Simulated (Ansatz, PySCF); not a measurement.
The pair A = SiH4 (SMILES [SiH4]) (first 5 atoms), B = CH2F2 (SMILES FCF); geometry from B3LYP-D3(BJ)/def2-TZVP.
(charge 0, multiplicity 1):
```xyz
10

Si    -0.0884     0.0561     0.0743
H      0.2043    -1.1742     0.8457
H     -1.3128     0.6946     0.6005
H     -0.2947    -0.3140    -1.3456
H      1.0569     0.9863     0.1745
F      0.4270     0.6137     3.2914
C     -0.0006    -0.5063     3.9429
F     -1.3568    -0.5658     3.8506
H      0.2774    -0.4223     4.9945
H      0.4238    -1.3800     3.4469
```

Cores are frozen in the correlated methods. CBS(a, b) extrapolates the correlation energy as X⁻³ and adds the Hartree–Fock energy of set b. MP2 and its Hartree–Fock in aug-cc-pV(T+d)Z are density fitted.

Run with Ansatz (a program for electronic structure); PySCF for the dispersion terms. Each number belongs to the level named beside it.

The monomers are drawn apart, rigid, along the line of their centres of mass. Counterpoise-corrected interaction energies (kcal/mol):

```tsv
level	R = 4.943 Å	R = 6.266 Å
PBE/def2-TZVPPD	-0.2021	-0.0347
PBE-D3(BJ)/def2-TZVPPD	-0.4268	-0.0908
wB97M-V/def2-TZVPPD	-0.3729	-0.0920
MP2/CBS(aug-cc-pV(D+d)Z, aug-cc-pV(T+d)Z) + ΔCCSD(T)/aug-cc-pV(D+d)Z	-0.3561	-0.0871
```

Q: R is the distance of the centres of mass. Find the local exponent m of E ∝ R⁻ᵐ between the two points.

A: 
m = ln(E₁/E₂)/ln(R₂/R₁): PBE/def2-TZVPPD 7.4; PBE-D3(BJ)/def2-TZVPPD 6.5; wB97M-V/def2-TZVPPD 5.9; MP2/CBS(aug-cc-pV(D+d)Z, aug-cc-pV(T+d)Z) + ΔCCSD(T)/aug-cc-pV(D+d)Z 5.9. For scale, two fixed dipoles give m = 3, dipole and quadrupole 4, quadrupoles 5, and dispersion or dipole-induced dipole 6 at long range; at these distances several terms mix, and what is left of overlap and damping shifts m, so it need not match one of them.
